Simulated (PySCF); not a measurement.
Structure problem from calculated spectra and properties.

Formula: C3H14NOP2Si; charge +1.

| Item | Value |
| --- | --- |
| 13C NMR | chemical shifts (computed TMS as zero) by class: 68.9 (1 C), 29.6 (1 C), 21.5 (1 C) ppm [GIAO PBE0/pcSseg-1] |
| Polarisability | 121.8 au [CAM-B3LYP/def2-SVPD] |
| Valence photoelectron | vertical ionisation energy: 13.19 eV [ΔSCF CAM-B3LYP/def2-SVPD] |
| NMR, other nuclei | isotropic shieldings of nuclei other than C and H, by class: 199 (1 N), 230 (1 O), 344 (1 Si), 492 (1 P), 576 (1 P) ppm [GIAO PBE0/pcSseg-1] |
| Rotational structure | rotational constants A, B, C: 1.040, 0.849, 0.742 GHz [PBE0-D3(BJ)/def2-SVP] |
| UV, first state | lowest singlet excitation: 6.03 eV (205 nm, f = 0.029) [TDDFT CAM-B3LYP/def2-SVPD] |
| UV, strongest line | among the 10 lowest singlet transitions: S6 at 6.95 eV (178 nm, f = 0.198) [TDDFT CAM-B3LYP/def2-SVPD] |
| Triplet | lowest triplet excitation (Tamm–Dancoff): 5.22 eV [TDA CAM-B3LYP/def2-SVPD] |

Gas-phase values; electronic properties from PySCF, density fitting. Levels stand in brackets. Geometry: PBE0-D3(BJ)/def2-SVP, one conformer, isolated ion. Each NMR value is the plain mean over a class of atoms that symmetry, rotation or inversion makes alike.

Task: Give a SMILES that accounts for the data.

Result: Numbering: `[CH3:1][CH2:2][O:3][Si@@:4]([PH2:5])([PH3+:6])[NH:7][CH3:8]`. 3 carbons fall into 3 classes; from least to most shielded: sp3 carbon bound to oxygen [C2] (68.9 ppm), N-methyl carbon [C8] (29.6 ppm), methyl carbon [C1] (21.5 ppm). The other shieldings belong to: 199 ppm, silicon-bound nitrogen [N7]; 230 ppm, silyl ether oxygen [O3]; 344 ppm, oxygen-bound silicon [Si4]; 492 ppm, phosphorus bonded to Si and 3 H [P6]; 576 ppm, three-coordinate phosphorus [P5]. S1 is mainly HOMO→LUMO (weight 0.88); the largest Löwdin shares of the orbital it empties are 0.44 on the silicon-bound nitrogen, 0.11 on the N-methyl carbon, 0.10 on the three-coordinate phosphorus and 0.08 on the oxygen-bound silicon, of the orbital it fills 0.33 on the phosphorus bonded to Si and 3 H, 0.19 on the three-coordinate phosphorus, 0.18 on the oxygen-bound silicon and 0.15 on a P–H hydrogen. The optimised geometry has point group C1 and is an asymmetric top. Structure: `CCO[Si@@](P)([PH3+])NC`. The assignments are read from this structure; whether some other isomer fits the data as well wasn't checked. The mirror image fits equally.

The values belong to the conformer `[CH3:1][CH2:2][O:3][Si@@:4]([PH2:5])([PH3+:6])[NH:7][CH3:8]`: C1–C2–O3–Si4 64°, C2–O3–Si4–P5 56°, O3–Si4–N7–C8 154°, H–P5–Si4–O3 149°, H–P5–Si4–O3 54°.
